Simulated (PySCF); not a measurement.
**Substituent chemical shifts**

Parent skeleton `[CH3:1][O:2][SiH:3]([Cl:4])[SiH2:5][CH2:6][Cl:7]`; one hydrogen on atom 6 is replaced by X. Hydrogens on one atom are averaged.

- σ from GIAO-PBE0/pcSseg-1
- GFN2-xTB structure
- code: PySCF 2.14.0 with density-fitted response routines
- no solvent, one computed conformer, rapidly exchanging positions averaged, non-relativistic Hamiltonian

Shifts are taken against calculated references (same method and geometry level): $^{13}$C (σ = 186.93 ppm), $^{29}$Si (σ = 349.16 ppm), $^{1}$H (σ = 31.72 ppm) vs TMS; H2O for $^{17}$O (σ = 336.08 ppm); HCl for $^{35}$Cl (σ = 949.78 ppm).

Known members:
```csv
X,C1,O2,Si3,Cl4,Si5,C6,Cl7,H(C1),H(Si3)
C2H5,52.7,36.5,1.9,27.5,-57.4,51.6,112.8,3.84,6.12
```

Four more derivatives gave (δ, ppm):
| compound | C1 | O2 | Si3 | Cl4 | Si5 | C6 | Cl7 | H(C1) | H(Si3) |
| --- | --- | --- | --- | --- | --- | --- | --- | --- | --- |
| 1 | 52.6 | 36.7 | 0.9 | 26.9 | -58.5 | 46.1 | 138.1 | 3.84 | 6.10 |
| 2 | 52.4 | 35.6 | -0.2 | 30.0 | -53.3 | 36.7 | 196.8 | 3.83 | 6.05 |
| 3 | 52.2 | 44.2 | -3.8 | 55.5 | -65.8 | 37.6 | 192.9 | 3.92 | 5.70 |
| 4 | 52.6 | 35.4 | -2.5 | 30.8 | -47.6 | 69.9 | 241.1 | 3.83 | 6.00 |

Their substituents are CH2Cl, Cl, ethynyl, propynyl. Which is which?

Answers

1: X = CH2Cl (CO[Si@@H](Cl)[SiH2][C@H](Cl)CCl); 2: X = ethynyl (C#C[C@@H](Cl)[SiH2][Si@H](Cl)OC); 3: X = propynyl (CC#C[C@@H](Cl)[SiH2][Si@H](Cl)OC); 4: X = Cl (CO[Si@@H](Cl)[SiH2]C(Cl)Cl).

Experimental scales use liquid or dissolved standards, which lie at an offset from isolated H2O (liquid H2O: subtract about 36 ppm).
